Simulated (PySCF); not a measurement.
Question: Give a PBE0-D3(BJ)/def2-SVP geometry of `[SiH3]Sc1ccsc1`.

Answer: 
```xyz
13
C4H6S2Si angstrom
Si     2.5524    0.0438    0.1070
S      0.9416   -0.8258   -1.0109
C     -0.4921   -0.1856   -0.1962
C     -1.7915   -0.5926   -0.6348
C     -2.7926   -0.0100    0.0912
S     -2.1768    1.0325    1.3061
C     -0.5525    0.6984    0.8551
H      2.5312    1.5357    0.0366
H      2.5057   -0.3686    1.5415
H      3.7739   -0.4912   -0.5557
H     -1.9595   -1.2895   -1.4567
H     -3.8672   -0.1417   -0.0274
H      0.2645    1.1783    1.3916
```

Any rigid rotation of these coordinates is as good. Atoms count from 1 in this order. The 7 heavy atoms lie in one plane (0.020 Å rms). Si1 (SiH3 silicon) is distorted tetrahedral (angles from 103.8° to 111.7°). S6 (thiophene-type sulfur) is bent (angle 92.0°). The 5-membered ring C3–C4–C5–S6–C7 has internal angles of 92.0° to 112.4°; it is planar, 0.00 Å rms from its mean plane, widest ring torsion 0°.

Bonds between heavy atoms (Å): Si1–S2 2.145, S2–C3 1.769, C3–C4 1.431, C4–C5 1.367, C5–S6 1.715, S6–C7 1.719, C3–C7 1.375.

Theory: PySCF, PBE0-D3(BJ)/def2-SVP geometry optimisation, gas phase.

Point group: near Cs, missed by 0.11 Å at most; the miss may be what the optimiser left on a soft mode. Whether it is a minimum is left open (no frequencies). One conformer, not necessarily the lowest (Si1–S2–C3–C4 -178°).
